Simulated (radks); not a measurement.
Results of a calculation; reference values are marked as such.
Question: Lu4+, 67 electrons, occupied as [Xe] 4f13. Code: a radial shooting solver on a logarithmic mesh with Libxc functionals. Model: non-relativistic Kohn-Sham, exchange-only B88, spin-polarised, spherical densities, point nucleus; open shells are filled with parallel spins first (spin-orbit coupling, left out, can overturn this in heavy ions); relativity is left out, which matters for an element this heavy. Some entries of the table are withheld. Estimate them.

| orbital | occ. | eigenvalue (eV) | <1/r> (bohr^-1) | <r> (bohr) |
|---|---|---|---|---|
| 1s down | 1 | -58519.54 | 70.46 | 0.02134 |
| 1s up | 1 | -58519.54 | 70.46 | 0.02134 |
| 2s up | 1 | -9562.993 | 16.48 | 0.09036 |
| 2s down | 1 | -9562.967 | 16.48 | 0.09036 |
| 2p up | 3 | -9150.167 | 16.52 | 0.07648 |
| 2p down | 3 | -9150.152 | 16.52 | 0.07648 |
| 3s up | 1 | -2186.331 | 6.305 | 0.2305 |
| 3s down | 1 | -2185.663 | 6.306 | 0.2305 |
| 3p up | 3 | -1997.039 | 6.253 | 0.2204 |
| 3p down | 3 | -1996.434 | 6.254 | 0.2204 |
| 3d up | 5 | -1644.072 | 6.170 | 0.1939 |
| 3d down | 5 | -1643.641 | 6.171 | 0.1939 |
| 4s up | 1 | -460.1671 | 2.706 | 0.5165 |
| 4s down | 1 | -459.1172 | 2.706 | 0.5166 |
| 4p up | 3 | -382.6285 | 2.613 | 0.5255 |
| 4p down | 3 | -381.5854 | 2.612 | 0.5256 |
| 4d up | 5 | -242.2031 | 2.409 | 0.5476 |
| 4d down | 5 | -241.1715 | 2.408 | 0.5479 |
| 5s up | 1 | -93.1755 | 1.058 | 1.239 |
| 5s down | 1 | -92.8082 | 1.055 | 1.241 |
| 5p up | 3 | -71.2254 | 0.9503 | 1.366 |
| 5p down | 3 | -70.9350 | 0.9474 | 1.369 |
| 4f up | 7 | -62.7369 | 1.935 | 0.6588 |
| 4f down | 6 | -61.7730 | 1.930 | 0.6615 |
| 5d up | 0 | -38.5537 | 0.7027 | 1.811 |
| 5d down | 0 | -38.4182 | 0.6999 | 1.817 |
| 6s up | 0 | (1) | 0.4557 | 2.811 |
| 6s down | 0 | (2) | 0.4551 | 2.815 |

Answer: 
(1) 6s up eigenvalue (eV): -31.9049
(2) 6s down eigenvalue (eV): -31.8547
